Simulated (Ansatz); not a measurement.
Stretching the Sb1–H2 bond in stibine (SMILES [SbH3]) (multiplicity 1 held, fragments rigid). Energies count from the point at 1.714 Å.
Geometry at that point (charge 0, multiplicity 1):
```xyz
4

Sb     0.0001    -0.0005     0.0536
H     -0.9037    -1.0834    -0.9198
H     -0.4976     1.3358    -0.8970
H      1.3945    -0.2254    -0.9172
```

Signs of static correlation in def2-SVP, with CASSCF(2,2), from Ansatz (an electronic-structure program) runs.

```
R (Å)  T1 of restricted CCSD  ⟨S²⟩ of UHF  largest double amplitude of restricted CCSD  weight of the CASSCF reference in MRCISD  CASSCF natural occupations
-----  ---------------------  -----------  -------------------------------------------  ----------------------------------------  --------------------------
1.371                  0.012        0.000                                        0.057                                     0.929                   1.98 0.02
1.542                  0.012        0.000                                        0.057                                     0.929                   1.98 0.02
1.714                  0.013        0.000                                        0.056                                     0.929                   1.97 0.03
1.885                  0.014        0.000                                        0.070                                     0.929                   1.95 0.05
2.057                  0.016        0.000                                        0.087                                     0.929                   1.93 0.07
2.314                  0.021        0.338                                            ?                                     0.929                   1.88 0.12
2.571                  0.029        0.678                                        0.265                                     0.928                   1.80 0.20
2.999                  0.047        0.904                                            ?                                     0.928                   1.60 0.40
3.428                  0.066        0.977                                        0.600                                     0.928                   1.39 0.61
3.942                  0.083        1.004                                        0.769                                     0.928                   1.21 0.79
4.627                  0.092        1.012                                        0.904                                     0.928                   1.09 0.91
5.484                  0.093        1.014                                        0.972                                     0.928                   1.03 0.97
```

Task: Complete the blanks.

Result: 
- 2.314, largest double amplitude of restricted CCSD: 0.163
- 2.999, largest double amplitude of restricted CCSD: 0.432

Doubts at one or more of the structures used: a restricted determinant that unrestricted orbitals would lower (R-CCSD(T)/def2-SVP); other coupled-cluster roots lie near (R-CCSD(T)/def2-SVP); T1 above 0.05 (R-CCSD(T)/def2-SVP, U-CCSD(T)/def2-SVP); a spin-contaminated determinant (U-CCSD(T)/def2-SVP).
